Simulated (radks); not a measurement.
Ionisation of neutral krypton, [Kr], to [Ar] 3d10 4s2 4p5 as the strength of local exchange is varied. Calculated with a radial shooting solver on a logarithmic mesh with Libxc functionals: scalar-relativistic Kohn-Sham, Slater X-alpha exchange (alpha = 2/3 is LDA exchange), no correlation, spin-polarised, spherical densities, finite nucleus; Fermi nuclear charge, rms radius 4.1884 fm.

\begin{tabular}{lrrrrr}
alpha & E(Kr) (hartree) & exchange (hartree) & IE (eV) & -e of the level emptied (eV) & <r> of it (bohr) \\ \hline
0.667 & -2783.58956 & -89.71335 & 12.869 & 8.133 (4p) & 1.964 \\
0.669 & -2783.85889 & -89.99085 & 12.893 & 8.156 (4p) & 1.963 \\
0.674 & -2784.53232 & -90.68483 & 12.955 & 8.213 (4p) & 1.961 \\
0.752 & -2795.05848 & -101.55173 & 13.937 & 9.127 (4p) & 1.926 \\
0.824 & -2804.80923 & -111.65079 & 14.871 & 10.003 (4p) & 1.896 \\
0.949 & -2821.81573 & -129.33882 & 16.556 & 11.596 (4p) & 1.847 \\
0.983 & -2826.45862 & -134.18393 & 17.028 & 12.045 (4p) & 1.835 \\
0.999 & -2828.64605 & -136.46901 & 17.252 & 12.258 (4p) & 1.829 \\
\end{tabular}

NIST Atomic Spectra Database: 14.000 eV (measured). The Delta-SCF value meets it near alpha = 0.76. Open shells are spherical and high-spin; term and fine-structure splittings are not resolved.
